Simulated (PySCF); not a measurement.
A PySCF script (with the pyscf-properties extension) for the NMR shieldings of SMILES s1c(C[SiH2]C=O)ccc1, C6H8OSSi, on a GFN2-xTB geometry:

```python
import basis_set_exchange as bse
import numpy as np
from pyscf import gto, dft
from pyscf.prop import nmr

atoms = """
O    -3.182098    0.949864   -1.305441
C    -2.194185    0.937021   -0.617194
Si   -2.013026   -0.053084    1.018247
C    -0.566443   -1.280673    0.721228
C     0.652162   -0.572019    0.259180
C     1.100374   -0.405312   -1.014488
C     2.274564    0.378866   -1.096174
C     2.701212    0.806884    0.116188
S     1.678835    0.256532    1.388973
H    -1.305731    1.525245   -0.940403
H    -3.243386   -0.780793    1.311828
H    -1.639408    0.903112    2.063223
H    -0.359681   -1.812644    1.650000
H    -0.851789   -2.022817   -0.026533
H     0.612175   -0.835881   -1.871526
H     2.773788    0.609402   -2.020298
H     3.555640    1.408327    0.353278
"""
names = dict.fromkeys(["O", "C", "Si", "S", "H"], "pcSseg-1")
basis = {el: gto.basis.parse(bse.get_basis(n, elements=[el], fmt="nwchem")) for el, n in names.items()}
mol = gto.M(atom=atoms, basis=basis, charge=0, verbose=0)
mf = dft.RKS(mol, xc="PBE0")
mf.grids.level = 2
mf.grids.alignment = dft.numint.BLKSIZE   # the property module wants whole blocks of grid points
mf.conv_tol = 1e-9
mf.kernel()

calc = nmr.RKS(mf)   # GIAO
C = mf.mo_coeff
Co = C[:, mf.mo_occ > 0]
resp = mf.gen_response(singlet=True, hermi=2)
def vind(x):   # induced exchange potential for any number of trial vectors
    d = np.einsum("pi,xij,qj->xpq", C, 2 * x.reshape(-1, C.shape[1], Co.shape[1]), Co, optimize=True)
    return np.einsum("xpq,pi,qj->xij", resp(d - d.transpose(0, 2, 1)), C, Co, optimize=True).ravel()
mo1, _ = nmr.rhf.solve_mo1(calc, with_cphf=vind)
sigma = calc.kernel(mo1)
for i, s in enumerate(sigma):   # ppm
    print("%2d %-2s %9.2f" % (i, mol.atom_pure_symbol(i), np.trace(s) / 3))
```

Q: What does it print?

A: 
```
 0 O    -636.35
 1 C     -60.07
 2 Si    408.77
 3 C     169.48
 4 C      36.04
 5 C      58.14
 6 C      55.03
 7 C      54.59
 8 S     272.43
 9 H      19.81
10 H      27.81
11 H      27.29
12 H      28.90
13 H      28.76
14 H      24.80
15 H      24.62
16 H      24.60
```

These numbers come from an equivalent density-fitted implementation of the same equations, which agrees with the script to about 0.01 ppm for H and up to a few tenths of a ppm for heavy atoms, so last digits may differ.

Q: Turn these shieldings into chemical shifts. Scale: H2O for 17O (σref 336.08); 13C (σref 186.93), 29Si (σref 349.16), 1H (σref 31.72) vs TMS; 33S (σref 503.73) vs CS2 (reference shieldings calculated alike).

A: Averaging equivalent atoms: O 0: 972.4; C 1: 247.0; C 4: 150.9; C 7: 132.3; C 6: 131.9; C 5: 128.8; C 3: 17.4; Si 2: -59.6; S 8: 231; H 9: 11.90; H 16: 7.11; H 15: 7.10; H 14: 6.92; H 10/11: 4.17; H 12/13: 2.89 ppm. Unscaled 17O shifts of doubly bonded oxygen tend to come out too high, by tens of ppm or more. Experimental scales use liquid or dissolved standards, which lie at an offset from isolated H2O (liquid H2O: subtract about 36 ppm).

Size and cost of the density-fitted run: 207 basis functions, 71 s wall time on 1 thread of an Arm Neoverse N1, shared host; peak memory 0.93 GiB.
